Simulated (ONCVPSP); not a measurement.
## What one change does to a pseudopotential (bromine (Br), ONCV)

* Element: Br
* Generator: ONCVPSP 4.0.1
* Type: optimised norm-conserving Vanderbilt (ONCV)
* Functional: PBEsol
* Relativity: scalar-relativistic
* Frozen core: [Ne] 3s2
* Valence charge: 23
* Reference configuration: 3p6 3d10 4s2 4p5
* Partial waves: 4s: rc 1.35 bohr, ncon 3, nbas 8, qcut 5.4 1/bohr, 2 projectors, debl 3.7 Ha; 3p+4p: rc 0.80 bohr, ncon 4, nbas 8, qcut 14 1/bohr, 2 projectors; 3d: rc 0.60 bohr, ncon 4, nbas 8, qcut 20.8 1/bohr, 2 projectors, debl 3.8 Ha
* Local potential: polynomial inside 0.60 bohr (lpopt 5, dvloc0 0 Ha)
* Core correction: Teter function, fcfact 5, rcfact 1

Change: all radii but the core radius scaled by about 1.18 (s 1.60, p 0.94, d 0.70 bohr); local potential polynomial inside 0.70 bohr (lpopt 5, dvloc0 0 Ha).

Cutoffs: the cutoffs (Ha) at which the residual kinetic energy of the hardest occupied pseudo-wave falls to 1 and 0.1 mHa per electron; they do not see the model core or the augmentation charge, which bear on the density cutoff. Errors are all-electron minus pseudo energies relative to the spin-unpolarised reference configuration.

How do hardness, ghosts and transferability respond?

The potential gets softer (219 Ha and 618 Ha → 188 Ha and 208 Ha); both files keep a bound ghost (s); of the 4 tests that both files solve, the error grows in 3 and shrinks in 1 by more than 15 % and 0.3 meV (median size 6.9 → 11.5 meV). A larger radius leaves more room for a smooth pseudo-wave, so fewer plane waves are needed.

| quantity | base | changed |
| --- | --- | --- |
| cutoff, loose | 219 Ha | 188 Ha |
| cutoff, tight | 618 Ha | 208 Ha |
| loose cutoff by channel | s 13 Ha, p 76 Ha, d 219 Ha | s 12 Ha, p 74 Ha, d 188 Ha |
| bound ghosts | s | s |
| GHOST(+) flags under 300 eV | none | none |
| error for 3p6 3d10 4s2 4p4, meV [ΔE 12.55 eV] | -0.6 | -2.5 |
| error for 3p6 3d10 4s2 4p3, meV [ΔE 35.33 eV] | -3.6 | -7.5 |
| error for 3p6 3d10 4s2 4p2, meV [ΔE 69.33 eV] | -10 | -15 |
| error for 3p6 3d9 4s2 4p6, meV [ΔE 64.31 eV] | -88 | -53 |
| rms error of d²Exc/dni dnj with the model core, mHa | 3.74 | 3.70 |

 A true bound ghost makes a file unfit for plane-wave use even where its test errors are small: the radial tests pick states by their node count and pass the ghost by.
